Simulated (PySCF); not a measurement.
C4H4FNO2S.
Bonds: N1–C2, C2–C3 (double), C3–F4, C3–S5, S5–O6 (double), S5–O7 (double), S5–C8, C8–C9 (double), C2–C9. Hydrogens: H10, H11 on N1; H12 on C8; H13 on C9.

Theory: PBE/def2-SV(P) geometry optimisation, gas phase in PySCF.

List the bond lengths, angles and torsions at this level.

```tsv
bond	length (Å)	order
N1–C2	1.380	single
C2=C3	1.362	double
C3–F4	1.336	single
C3–S5	1.812	single
S5=O6, S5=O7	1.479	double
S5–C8	1.805	single
C8=C9	1.348	double
C2–C9	1.485	single
N1–H10, N1–H11	1.024	single
C8–H12	1.099	single
C9–H13	1.103	single
```

Bonds in one row agree within 0.01 Å and their mean is given. Orders are formal, as drawn. A selection of angles:
```tsv
angle	degrees
N1–C2–C3	127.4
N1–C2–C9	120.8
C3–C2–C9	111.7
C2–C3–F4	127.6
C2–C3–S5	111.6
F4–C3–S5	120.8
C3–S5–O6	110.4
C3–S5–O7	111.2
C3–S5–C8	90.8
O6–S5–O7	120.1
O6–S5–C8	110.4
S5–C8–C9	110.0
C2–C9–C8	115.8
H10–N1–C2	116.7
H11–N1–C2	116.3
```

Torsions: N1–C2–C3–F4 4° (synperiplanar); C2–C3–S5–O6 -112° (anticlinal); C3–S5–C8–C9 0° (synperiplanar); S5–C8–C9–C2 -1° (synperiplanar); N1–C2–C9–C8 177° (antiperiplanar). The mirror-image conformer, all signs reversed, is as good.

The C–C distances run from 1.348 Å (C8=C9, drawn double) to 1.485 Å (C2–C9, drawn single), a spread of 0.137 Å. S5 (sulfonyl sulfur) has angles from 90.8° to 120.1°. Of the pairs four or more bonds apart, F4···H11 is among the closest relative to their van der Waals radii: 2.75 Å, 103 % of the sum of Bondi's values. N1 (enamine nitrogen) is pyramidal (angles 116.7°, 116.3° and 113.8°, sum 346.7°, 0.24 Å off the plane of its three neighbours). The 5-membered ring C2–C3–S5–C8–C9 has internal angles of 90.8° to 115.8°; it is planar, 0.00 Å rms from its mean plane, widest ring torsion 1°.

No frequency check.
